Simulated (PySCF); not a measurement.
**A ladder of Hamiltonians for Tc²⁹⁺ (technetium, charge +29)**

Occupied: 1s1/2, 2s1/2, 2p1/2, 2p3/2, 3s1/2, 3p1/2. Hartree-Fock calculated with PySCF 2.14 in an uncontracted even-tempered set (17 s from 2 bohr⁻², ratio 2.7; 13 p from 2.4 bohr⁻², ratio 2.7), Gaussian nucleus throughout. NR is non-relativistic, sf-X2C the spin-free one-electron X2C Hamiltonian, X2C adds the bare one-electron spin-orbit term, X2C-SNSO screens it by Boettger's factors, DC is four-component Dirac-Coulomb, and the Gaunt and Breit terms are added at first order (total energies over the DC spinors, levels after relaxing the spinors in that mean field). QED terms are absent. Levels marked empty are virtual spinors of this ion; the basis has s and p functions only, so 3d, which can lie below the n = 4 levels, is absent.

| level (eV) | X2C | X2C-SNSO |
| --- | --- | --- |
| 1s1/2 | -22647.9 | -22648.1 |
| 2s1/2 | -4516.8 | -4516.9 |
| 2p1/2 | -4288.0 | -4283.8 |
| 2p3/2 | -4151.3 | -4153.3 |
| 3s1/2 | -1709.1 | -1709.1 |
| 3p1/2 | -1635.3 | -1634.3 |
| 3p3/2 (empty) | -1543.1 | -1543.6 |
| 4s1/2 (empty) | -851.44 | -851.45 |

Task: Where do the four-component calculations put these levels?

Result: 1s1/2: DC -22663.0, DC+Gaunt -22621.3, DC+Breit -22624.0; 2s1/2: DC -4518.6, DC+Gaunt -4514.8, DC+Breit -4515.0; 2p1/2: DC -4284.3, DC+Gaunt -4277.5, DC+Breit -4278.3; 2p3/2: DC -4154.5, DC+Gaunt -4149.8, DC+Breit -4150.5; 3s1/2: DC -1709.5, DC+Gaunt -1708.6, DC+Breit -1708.7; 3p1/2: DC -1634.4, DC+Gaunt -1632.8, DC+Breit -1633.1; 3p3/2 (empty): DC -1543.8, DC+Gaunt -1542.8, DC+Breit -1543.0; 4s1/2 (empty): DC -851.57, DC+Gaunt -851.26, DC+Breit -851.30 (eV).

| Hamiltonian | E (hartree) | E − E(DC) (hartree) | CPU seconds |
| --- | --- | --- | --- |
| X2C | -3668.5727 | 0.7403 | 0.34 |
| X2C-SNSO | -3668.4506 | 0.8624 | 0.35 |
| DC | -3669.3129 | 0.0000 | 16 |
| DC+Gaunt | -3666.6785 | 2.6344 | 29 |
| DC+Breit | -3666.9159 | 2.3971 | 88 |

Weight of the small component: 1s1/2 0.0247, 2s1/2 0.00526, 2p1/2 0.00521, 2p3/2 0.00502, 3s1/2 0.00186, 3p1/2 0.00182, 3p3/2 0.00175, 4s1/2 0.000829.

Koopmans' value for the highest occupied level at DC+Breit: 1633.1 eV, against an ionisation energy of 1638 ± 4 eV (semi-empirical (NIST evaluation); NIST Atomic Spectra Database, ionization energies); the former lacks relaxation, correlation, QED and recoil.

The whole ladder took 140 s of wall time on 1 thread of Intel(R) Xeon(R) Platinum 8259CL CPU @ 2.50GHz (shared host), launched as `OMP_NUM_THREADS=1 python relrun2.py TASK.json OUT` (a driver that calls PySCF for each Hamiltonian).

Dirac-Coulomb iterations, started from the X2C spinors:

```
with_ssss True, with_gaunt False, with_breit False
light speed = 137.03599967994
init E= -3662.18924371174
cycle= 1 E= -3669.31274808012  delta_E= -7.12  |g|= 0.662  |ddm|= 0.0702
cycle= 2 E= -3669.31294206212  delta_E= -0.000194  |g|= 0.0112  |ddm|= 0.00771
cycle= 3 E= -3669.31294259784  delta_E= -5.36e-07  |g|= 0.000614  |ddm|= 0.00061
cycle= 4 E= -3669.31294259953  delta_E= -1.69e-09  |g|= 2.91e-06  |ddm|= 2.75e-05
```
